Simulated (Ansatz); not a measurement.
The same path of CH$_{5}$NOSi (9 atoms, charge 0, multiplicity 1) was run twice with different band settings. The coordinate that changes most is the dihedral H5–O1–Si2–C3.

Computed with Ansatz, RKS LDA/def2-SVP.

Relaxed end points:

```xyz
9
Properties=species:S:1:pos:R:3
O -1.928 -0.434 0.787
Si -0.748 -0.024 -0.294
C 0.924 0.696 0.040
N 0.779 -0.753 -0.205
H -1.606 -0.763 1.647
H -1.474 0.246 -1.568
H 1.286 0.993 1.049
H 1.396 1.315 -0.758
H 1.459 -1.322 -0.715
```

```xyz
9
Properties=species:S:1:pos:R:3
O -1.532 -0.655 1.169
Si -0.646 -0.112 -0.117
C 1.011 0.704 0.007
N 0.902 -0.731 -0.300
H -2.487 -0.465 1.137
H -1.556 0.157 -1.281
H 1.467 0.968 0.987
H 1.352 1.389 -0.805
H 1.576 -1.300 -0.814
```

Common settings: spring 5.0 eV/Å²; optimiser quadratic models (default); start path IDPP; force threshold 0.05 eV/Å; iteration limit 60; end points relaxed.

| run | movable images | climbing image |
| --- | --- | --- |
| 1 | 5 | yes |
| 2 | 4 | no |

Problem. What does each run give, and how far can it be trusted?

Solution. Run 1: converged after 13 iterations, highest image 0.124 eV above the first end. A vibrational analysis at the climbing image gives one clearly imaginary mode, 222i cm⁻¹: a first-order saddle point.
Run 2: converged after 13 iterations, highest image 0.125 eV above the first end. No image climbed, so the highest image needn't sit at the top of the path.
